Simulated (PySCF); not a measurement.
C₉H₁₀O₂.
SMILES: `COC(=O)c1ccc(C)cc1`

Torsions of this conformer, `[CH3:1][O:2][C:3](=[O:4])[c:5]1[cH:6][cH:7][c:8]([CH3:9])[cH:10][cH:11]1`: C1–O2–C3–O4 0°, O2–C3–C5–C6 -178°.

The closed-shell ground state was solved at several levels (PySCF, density fitting, gas phase, non-relativistic). Isolated species at its PBE0-D3(BJ)/def2-SVP geometry (one conformer only).

| level | basis functions | HOMO (eV) | LUMO (eV) | gap (eV) | dipole (D) |
| --- | --- | --- | --- | --- | --- |
| B3LYP/pcJ-1 | 397 | -7.03 | -1.41 | 5.62 | 2.24 |
| KT2/pcSseg-2 | 536 | -6.29 | -2.13 | 4.16 | 2.33 |
| wB97X-D/def2-SVPD | 306 | -9.01 | 0.38 | 9.39 | 2.36 |

(1) What might PBE0/pcSseg-1 (237 basis functions) give for the same quantities?

(2) Over all these levels, which gives the widest orbital gap and which the narrowest?

(3) How far do the dipole and the HOMO energy spread over the levels?

Answers

(1) HOMO -7.27 eV, LUMO -1.25 eV, gap 6.02 eV, dipole 2.25 D.

(2) wB97X-D/def2-SVPD (range-separated hybrid) has the widest, 9.39 eV, and KT2/pcSseg-2 (GGA) the narrowest, 4.16 eV. Functional and basis both differ between the two, so the spread mixes both effects.

(3) The dipole runs from 2.24 to 2.36 D (mean 2.29 D) and the HOMO from -9.01 to -6.29 eV.
